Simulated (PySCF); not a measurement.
ErSi: frontier orbitals

BLYP at R = 2.845 Å; Er x2c-SVPall, Si x2c-SVPall; spin-free X2C with a Gaussian nucleus (PySCF 2.14). State: quintet, about 11.8 electrons in the 4f shell (Mulliken), real f orbitals that mix terms. Only the outer orbitals are listed, counted within each symmetry.

```
spin  orbital  occ.  ε (eV)  on Er (%)            main shells (%)
   α       9π     1   -3.57         21           78 Si p, 16 Er d
   α       9π     1   -3.45         23           77 Si p, 16 Er d
   α      18σ     0   -2.81         64  37 Er s, 36 Si p, 17 Er d
   α      19σ     0   -1.13         94           80 Er d, 14 Er p
   α       4δ     0   -1.10         97            88 Er d, 8 Er p
   β       1φ     1   -3.42        100                   100 Er f
   β       3δ     1   -3.09         99                    98 Er f
   β       3δ     1   -2.90        100                   100 Er f
   β       8π     1   -2.71         89           86 Er f, 11 Si p
   β       8π     0   -2.51         64  50 Er f, 36 Si p, 11 Er d
   β      18σ     0   -2.49         51  47 Si p, 21 Er d, 19 Er s
   β       9π     0   -2.41         46  54 Si p, 23 Er d, 18 Er f
```

Q: Which are the highest filled and the lowest empty level, where do they sit, and how wide is the gap?

A: Highest filled β 8π at -2.71 eV (in %: 86 Er f, 11 Si p); lowest empty α 18σ at -2.81 eV (in %: 37 Er s, 36 Si p, 17 Er d); the gap at BLYP is -0.10 eV.

The bond order (Mayer) is 1.86 and the ⟨S²⟩ is 6.055. The charge on Er (Mulliken, basis-dependent) is 0.22, the charge on Er (Löwdin, basis-dependent) is 0.05 and the dipole moment (positive dipole means Er(−)Si(+)) is -4.44 D.

Spin–orbit coupling is left out. Counting both spins, an empty level lies below a filled one in this solution, because spin and occupation are held. The state is the lowest single determinant that the PBE0 search found; with open d or f shells the true ground state can be another one.
